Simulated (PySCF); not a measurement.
## Broadened absorption spectrum of PP3SSSe nortricyclane

Species: PP3SSSe nortricyclane, P4S2Se.
Bonds: P1–S2, P1–S5, P1–Se7, S2–P3, P3–P4, P3–P6, P4–S5, P4–P6, P6–Se7.

Computed with TDDFT wB97X-D/def2-SVPD, vertical, gas phase, core orbitals frozen in the response (PySCF 2.14.0, density-fitted response routines). One conformer (not necessarily the lowest) at the PBE0-D3(BJ)/def2-SVP geometry, without solvent, vibrations or thermal averaging. Relativistic effects, spin–orbit coupling among them, are left out although an element past zinc is present.

Broadening: Gaussians 0.25 eV wide at half height, area fixed by f = 4.319×10⁻⁹ ∫ε dν̃. The width is an assumption, not a result. The curve ends short of the highest state used, and states not computed would add to its high-energy end.

```
E (eV)  ε (L mol⁻¹ cm⁻¹)
  3.33                 0
  3.39                 2
  3.45                 7
  3.51                24
  3.57                58
  3.63               107
  3.69               149
  3.75               163
  3.81               148
  3.87               114
  3.93                76
  3.99                46
  4.05                31
  4.11                29
  4.17                28
  4.22                23
  4.28                14
  4.34                 6
  4.40                 2
  4.46                 1
  4.52                 3
  4.58                12
  4.64                35
  4.70                79
```

Problem. Locate the maxima and give the states behind the curve.

Solution. 331 nm (3.75 eV), ε about 160, made up of S1 (74%) and S2 (26%); 301 nm (4.12 eV), ε about 29, made up of S2 (12%) and S3 (87%) (hardly more than a shoulder) (ε in L mol⁻¹ cm⁻¹; maxima over ε = 5, shares over 10%). At its high-energy end, 4.70 eV, the curve is still rising (ε about 79, from S4 and S5). The states used: S1 3.71 eV (f 0.0012); S2 3.86 eV (f 0.0007); S3 4.16 eV (f 0.0003); S4 4.80 eV (f 0.0006); S5 4.86 eV (f 0.0010); S6 5.07 eV (f 0.0000); S7 5.11 eV (f 0.0005); S8 5.19 eV (f 0.0023); S9 5.19 eV (f 0.0002); S10 5.30 eV (f 0.0057).

Problem. On this curve, what absorbance would a 10⁻⁴ mol/L sample give at 266 nm over a 1 cm path?

Solution. 266 nm is 4.661 eV, where ε is about 49 L mol⁻¹ cm⁻¹, so A = ε c l ≈ 0.0049 (Beer–Lambert, with the gas-phase spectrum and the assumed width).

Problem. What would ε be at 3.75 eV, the highest of these maxima, with half the width (0.125 eV)?

Solution. About 204 L mol⁻¹ cm⁻¹ against 163, a factor of about 1.2; a lone state at its own centre would give exactly 2.

Problem. Coming from long wavelengths, where does ε first pass 100 L mol⁻¹ cm⁻¹?

Solution. At about 342 nm (3.62 eV), 0.08 eV below S1.
